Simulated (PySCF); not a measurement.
**Electronic structure of Mo⁺ (molybdenum, charge +1) at the UHF level**

Configuration: [Kr] 4d5, high-spin 6S determinant. All numbers are calculated (PySCF 2.14, a scalar-relativistic core potential, in cc-pVDZ-PP with ECP28MDF).

| Quantity | Value |
| --- | --- |
| Total energy | -67.114237 hartree |
| One-electron energy | -112.8681 hartree |
| Hartree (Coulomb) energy | 53.0632 hartree |
| Exchange energy | -7.3094 hartree |
| ⟨S²⟩ | 8.7517 |
| ⟨L²⟩ | 0.000 |
| Sum of ⟨r⟩ | 19.09 bohr |
| Sum of ⟨r²⟩ | 33.95 bohr² |
| Time after the integrals | 0.07 s of wall time on 1 thread of Neoverse-V2 (shared host) |

```csv
shell,electrons,mean orbital energy (hartree),"rms radius, mean of both spins (bohr)"
4s α,1,-3.26959,1.20
4s β,1,-3.02708,1.20
4p α,3,-2.17084,1.34
4p β,3,-1.84845,1.34
4d α,5,-0.60118,2.01
```

Energies and moments cover only the electrons outside the core potential.
